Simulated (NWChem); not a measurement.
Molecule: CH₃ClHfO; SMILES [Cl][Hf](=[O])[CH3]

def2 effective core potentials on Hf; no spin-orbit coupling.

**Question.** Give the equilibrium geometry at PBE0/def2-SVP with def2 effective core potentials on Hf (NWChem) as a Z-matrix, with the point group.

**Answer.** point group C1; any orientation.
```
C
H 1 1.1041
H 1 1.1047 2 107.58
H 1 1.1050 2 106.07 3 116.25
Hf 1 2.2182 2 109.15 4 120.40
O 5 1.7503 1 103.21 2 -59.17
Cl 5 2.3778 6 111.26 1 -116.07
```
